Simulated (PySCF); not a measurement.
**Unknown compound**

Molecular formula: C6H16Si2. Simulated spectra:

1H NMR (300 MHz, computed): δ 5.44 (q, 1H), 4.11 (d, 3H), 3.92 (t, 3H), 2.05 (t, 2H), 1.99 (q, 2H), 1.53 (m, 2H), 1.11 (t, 3H).

13C{1H} NMR (computed): δ 173.6 (C), 113.8 (CH), 43.4 (CH2), 27.8 (CH2), 26.7 (CH2), 17.4 (CH3).

[PySCF 2.14: coordinates at the GFN2-xTB level; PBE0/pcSseg-1 with gauge-including orbitals; non-relativistic Hamiltonian; fast rotation and ring inversion assumed for equivalent nuclei; isolated molecule; a single conformation]

Referencing at the same level of theory: 1H and 13C vs TMS.

Problem. Propose a structure and justify it.

Solution. 
The formula gives 1 degree of unsaturation (no ring in the answer). 6 carbon signals for 6 carbons: no two carbons are equivalent. Carbon types of the structure: 1 × C, 1 × CH, 3 × CH2, 1 × CH3, leaving 6 H on heteroatoms. δC 173.6: fully substituted alkene carbon. δC 113.8: alkene CH; as expected for a trigonal carbon in a double bond. δC 43.4: allylic sp3 CH2; a saturated carbon with 2 carbon neighbours and no heteroatom attached. δC 27.8: sp3 CH2; aliphatic region, no heteroatom directly attached. δH 2.05: hydrogen on an allylic sp3 CH2; allylic position. δH 1.99: hydrogen on an allylic sp3 CH2 bonded to Si; allylic position. δH 1.11: hydrogen on a methyl carbon; far from electronegative atoms and π systems.

Structure: SMILES CCC/C(=C\[SiH3])C[SiH3].

This is the structure that produced the data.

Shifts are as computed. Against solution values, carbons near 30 ppm lie about +3 ppm off and those near 130 ppm about +5 ppm. Of 1211 compounds with measured shifts, 218 miss one by over three times the rms of a fit or turn the order of signals round; such compounds aren't used in these exercises. Multiplicities follow the n + 1 count of equivalent neighbours, as no J values were calculated; m marks all less simple cases, F and P coupling included.
